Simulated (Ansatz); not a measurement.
Consider the ligand exchange at the Si–F bond: `F[SiH2]S[SiH2]F` + CH₃OH → `CO[SiH2]S[SiH2]F` + H–F.

Isolated molecules relaxed with PBE0-D4/def2-TZVP in Ansatz; ΔE leaves out vibrations. CBS: MP2 limit from def2 TZ/QZ plus the TZ coupled-cluster correction, frozen cores. This one scheme is used for every species. DFT in def2-TZVPP. B3LYP here is the variant with VWN-RPA as its local correlation; programs differ in this. HSE06 is defined as in plane-wave codes. One conformer a species, not always the lowest.

```csv
level,ΔE (kJ/mol),difference from CCSD(T)/CBS
LDA (SPW92),27.5,-2.0
PBE-D4,30.4,0.9
BLYP-D4,30.2,0.7
PBE0-D4,29.8,0.3
B3LYP-D4,30.6,1.1
r2SCANh-D4,33.6,4.1
HSE06-D4,29.9,0.4
BHLYP-D4,31.4,1.9
CAM-B3LYP-D4,33.2,3.7
ωB97X-V,33.6,4.1
ωB97M-V,32.7,3.2
B2PLYP,36.9,7.4
PBE-QIDH,31.6,2.1
PBE,38.3,8.8
revPBE,43.1,13.6
BLYP,45.7,16.2
r2SCAN,36.8,7.3
B3LYP,42.9,13.4
r2SCANh,36.3,6.8
r2SCAN0,35.6,6.1
HSE06,36.8,7.3
BHLYP,41.7,12.2
CAM-B3LYP,40.8,11.3
LC-ωPBE,38.0,8.5
RPA@PBE/def2-TZVPP,31.4,1.9
HF/def2-SVP,40.0,10.5
MP2/def2-SVP,28.0,-1.5
CCSD/def2-SVP,31.7,2.2
CCSD(T)/def2-SVP,29.9,0.4
HF/def2-TZVPP,45.5,16.0
MP2/def2-TZVPP,26.4,-3.1
SCS-MP2/def2-TZVPP,31.3,1.8
CCSD/def2-TZVPP,32.2,2.7
CCSD(T)/def2-TZVPP,29.4,-0.1
HF/def2-QZVPP,46.8,17.3
MP2/def2-QZVPP,26.9,-2.6
SCS-MP2/def2-QZVPP,31.9,2.4
HF/CBS(def2),47.0,17.5
MP2/CBS(def2),26.4,-3.1
CCSD/CBS(def2),32.3,2.8
CCSD(T)/CBS,29.5,0
```

Largest T1 diagnostic among the species: 0.012.

Leaving LDA and LC-ωPBE aside and taking each functional with its dispersion term where it has one, the values, not all of them listed here, spread over 10.3 kJ/mol, from revPBE-D4 to B2PLYP. LDA lies −10.8 kJ/mol from PBE without D4. The D4 term adds −12.4 kJ/mol with B3LYP and −7.2 kJ/mol with PBE0; it sums over pairs of atoms, weighted by their polarisabilities, and B3LYP, whose exchange is more repulsive, gets the larger term.

CCSD(T)/CBS has its own doubt, a few kJ/mol and more with outer-core shells, so smaller differences from it don't rank the levels.
